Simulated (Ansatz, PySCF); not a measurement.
Pair of molecules: HF (SMILES F) (first 2 atoms) with CH4S (SMILES CS); geometry from B3LYP-D3(BJ)/def2-TZVP.
(charge 0, multiplicity 1):
```xyz
8

F      0.31126     0.51763    -0.58608
H      0.47661     0.05955     0.22384
C      0.22613     1.17842     2.81185
S      0.62350    -0.52910     2.30400
H     -0.14104     1.19935     3.83477
H      1.16056     1.73304     2.75476
H     -0.49346     1.62527     2.13086
H     -0.62355    -1.02449     2.37116
```

Monomers are frozen at their geometry in the pair; levels with a basis set take the counterpoise correction. Rows marked so take none.

Frozen-core correlation. Rows in 6-31G* carry no dispersion term and start afresh at each structure (6-31G* with six Cartesian d functions).

Run with Ansatz (an electronic-structure program) with Gaussian orbitals; PySCF for 6-31G* rows. Values without a source in brackets are computed.

Give the interaction energy at the level PBE/def2-TZVPPD.

-8.1 kcal/mol
